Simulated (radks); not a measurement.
The palladium ion Pd34+, 12 electrons, occupied as [He] 2s2 2p5 3s2 4f1 (not the ground configuration).

All-electron calculation, scalar-relativistic Kohn-Sham, PBE, spin-polarised, spherical densities, point nucleus; open shells are filled with parallel spins first (spin-orbit coupling, left out, can overturn this in heavy ions). Program: a radial shooting solver on a logarithmic mesh with Libxc functionals.

Energy parts (eV):
| part | energy |
|---|---|
| total | -107592.525 |
| kinetic | 112491.781 |
| electron-nucleus | -231110.481 |
| Hartree | 13111.021 |
| exchange-correlation | -2084.846 |

Orbitals (lengths in bohr, moments of r in powers of bohr; r(max) is where P^2 peaks; r(90%) holds 90 % of the orbital's charge):
orbital,occ.,eigenvalue (eV),<r^2>,r(90%),r(max)
1s up,1,-26348.60,0.001368,0.0571,0.02065
1s down,1,-26340.23,0.001367,0.0570,0.02065
2s up,1,-5521.902,0.02138,0.207,0.1152
2s down,1,-5508.644,0.02141,0.208,0.1153
2p up,3,-5194.575,0.01661,0.189,0.09174
2p down,2,-5178.657,0.01665,0.190,0.09183
3s up,1,-2196.359,0.1207,0.472,0.3093
3s down,1,-2188.111,0.1206,0.472,0.3091
4f up,1,-1042.775,0.2775,0.724,0.4415
4f down,0,-1034.842,0.2776,0.724,0.4419

The highest occupied level is 4f up at -1042.8 eV. Summed over all electrons, <r^2> = 0.6474 bohr^2, which gives a Langevin (diamagnetic) susceptibility term of -0.513 x 10^-6 cm^3/mol. Spin moment in Bohr magnetons: 2.
